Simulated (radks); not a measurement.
Q: Ce IV, configuration [Xe] 4f1. All-electron calculation, Dirac Kohn-Sham, PBE, spin-unpolarised, spherical densities, finite nucleus; open shells fill j = l - 1/2 first; Fermi nuclear charge, rms radius 4.8771 fm. Program: a radial shooting solver on a logarithmic mesh with Libxc functionals.

Spin-orbit splittings of the eigenvalues, e(l+1/2) - e(l-1/2), with zeta = 2 splitting/(2l+1) and mean radii in bohr:

shell  occ.  splitting (eV)  zeta (eV)  <r> j=l-1/2  <r> j=l+1/2
2p        6           446.6      297.7      0.08795      0.09415
3p        6           87.77      58.51       0.2681       0.2802
3d       10               ?          ?       0.2513       0.2551
4p        6           18.85      12.57       0.6561       0.6833
4d       10           3.304      1.321       0.7386       0.7482
4f        1          0.3423    0.09780        1.056        1.065
5p        6           2.883      1.922        1.667        1.738

Estimate the 3d splitting.

A: 18.85 eV (zeta = 7.539 eV).
